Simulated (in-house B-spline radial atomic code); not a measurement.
A fraction x of an electron is removed from 4p in Ge+, starting from [Ar] 3d10 4s2 4p1 and keeping the highest spin. Computed with a B-spline radial code for spherical atoms: scalar-relativistic (X2C) LDA exchange-only, spin-polarised, spherical fractional occupations, Fermi nucleus of rms radius 4.0742 fm.

```
   x  E(x) - E(0) (eV)  4p up level (eV)
   0            0.0000           -10.885
0.07            0.7809           -11.427
0.21            2.4574           -12.525
0.27            3.2231           -13.000
0.42            5.2629           -14.200
 0.5            6.4247           -14.845
0.57            7.4837           -15.413
0.73           10.0542           -16.719
0.77           10.7295           -17.047
0.88           12.6543           -17.949
   1           14.8672                 -
```

The exact functional would give a straight line between the two integer points. Deviations E(x) - E(0) - x[E(1) - E(0)], in eV: -0.26 at x = 0.07, -0.665 at x = 0.21, -0.791 at x = 0.27, -0.981 at x = 0.42, -1.009 at x = 0.5, -0.991 at x = 0.57, -0.799 at x = 0.73, -0.718 at x = 0.77, -0.429 at x = 0.88.

The curve lies below the straight line by up to 1.009 eV (at x = 0.5): convex, the delocalisation error that favours fractional charges.

Task: How well does Slater's transition state (minus the level at half occupation) give the ionisation energy?

Result: It gives 14.845 eV against 14.867 eV from the two total energies; NIST lists 15.93 eV, ground level to ground level.
